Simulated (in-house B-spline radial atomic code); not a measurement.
Atomic self-consistent-field run: Sr IV (Sr3+). Method: scalar-relativistic (X2C) HSE06, spin-polarised, spherical fractional occupations, Fermi nucleus of rms radius 4.224 fm. Calculated with an all-electron radial atomic-structure program (B-spline basis).

Command:
```bash
python run_scf.py task.json out
```
Settings (nuclear radius in fm, mass in u):
```
Z                38
configuration    [Ar] 3d10 4s2 4p5
hamiltonian      x2c
method           hse06
spin_polarised   True
nucleus          fermi
rms_radius       4.224
atomic_mass      87.90561
speed_of_light   137.035999084
```

Output (hartree, bohr):
```
 radial grid: 69 intervals, B-splines of order 8, outer radius 28.1081 bohr

 iter        energy (Eh)    residual
    1       -3174.307091    4.22e-01
    2       -3175.989714    1.88e-01
    3       -3176.704353    3.11e-02
    4       -3176.726172    1.00e-02
    5       -3176.727790    2.59e-03
    6       -3176.727971    1.20e-03
    7       -3176.727988    7.16e-05
    8       -3176.727988    4.35e-06
    9       -3176.727988    3.44e-07

 total energy                     -3176.72799
 kinetic                            3272.1408
 electron-nucleus                  -7628.2542
 Hartree                            1284.0886
 exact exchange                      -25.2263
 exchange-correlation                -79.4769

 orbital      occ     eigenvalue          <r>       <r^2>       <1/r>       r_max
 1s up      1.000      -588.6310    0.0387041  0.00203035     40.0664       0.025
 1s down    1.000      -588.6256    0.0387038  0.00203032     40.0666       0.025
 2s up      1.000       -81.3048     0.171988   0.0349416     8.89895       0.145
 2s down    1.000       -81.3017     0.171985   0.0349398     8.89896       0.145
 2p up      3.000       -72.3201     0.150202   0.0276072      8.5159      0.1159
 2p down    3.000       -72.3144     0.150206   0.0276083     8.51563      0.1159
 3s up      1.000       -13.7946     0.490827    0.276573     2.95799      0.4355
 3s down    1.000       -13.7868     0.490825    0.276532     2.95749      0.4356
 3p up      3.000       -10.8679     0.497363    0.288728     2.77255      0.4307
 3p down    3.000       -10.8583     0.497413    0.288739     2.77183      0.4308
 3d up      5.000        -6.0307     0.497278    0.301007     2.50903      0.3773
 3d down    5.000        -6.0232     0.496825    0.300259      2.5102      0.3773
 4s up      1.000        -2.6620       1.3274     1.99148     1.01257       1.182
 4s down    1.000        -2.5968      1.32821     1.99611     1.01348       1.179
 4p up      3.000        -1.9219      1.49029     2.52935    0.886091       1.301
 4p down    2.000        -1.8421      1.50152     2.57226    0.880382       1.304
```

Time taken, with all properties: 1.7 s on 1 thread of Arm Neoverse N1, with other jobs on the host.

Caution: exact exchange at fractional occupations of open shells leaves self-interaction of up to several eV.

One-electron X2C: radii and densities carry no picture-change correction, so inner-shell <1/r> comes out high (for 1s by about 2 % at Z = 33, 5 % at 54, 10 % at 75, 30 % at 118) and <r> low.
